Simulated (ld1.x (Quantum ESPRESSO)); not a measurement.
## Ranking PAW potentials for nitrogen (N)

All share these settings but for the change named:

ld1.x (Quantum ESPRESSO) 7.5 input, shortened:

```
&input
   title='N', zed=7., rel=0, dft='PBE', iswitch=3,
   config='[He] 2s2 2p3 3d-2'
 /
 &inputp
   pseudotype=3, lpaw=.true., tm=.true., lloc=-1, rcloc=1.15,
   nlcc=.true., new_core_ps=.true., rcore=0.45,
   which_augfun='PSQ', rmatch_augfun_nc=.true.
 /
5
2S  1  0   2.00   0.00  0.75  0.90  0.0
2S  1  0   0.00  -0.90  0.75  0.90  0.0
2P  2  1   3.00   0.00  1.15  1.35  0.0
2P  2  1   0.00   3.15  1.15  1.35  0.0
3D  3  2  -2.00   0.35  1.10  1.30  0.0
 &test
   configts(1)='2s2 2p3'
 /
```

Test errors are all-electron minus pseudo excitation energies from the reference, over 2s2 2p2; 2s2 2p1; 2s2 2p0; 2s1 2p0; 2s0 2p5; 2s2 2p2.5; 2s1 2p4. None of these files shows a bound ghost.

The base gives 30.1 meV.

Of 7 variants that were run, those that failed, showed a ghost or another fault, or gave nearly equal values are left out.

A variant can come out equal or close to the base, since the largest error may sit in a test that the change hardly touches while other tests move.

Task: Rank these variants by their largest absolute test error, smallest first.
A. type TM; waves now 2s (bound): rc 0.90 bohr; 2p (bound): rc 1.35 bohr; 3d channel at 0.35 Ry: rc 1.30 bohr; local potential all-electron potential smoothed inside 1.15 bohr (lloc = -2)
B. waves 2p (bound): rcut 1.15, rcutus 2.06 bohr; 2p channel at 3.15 Ry: rcut 1.15, rcutus 2.06 bohr
C. augmentation BESSEL, radius 0.85 bohr

Result: B (28.5 meV), C (32.5 meV), A (665.5 meV).
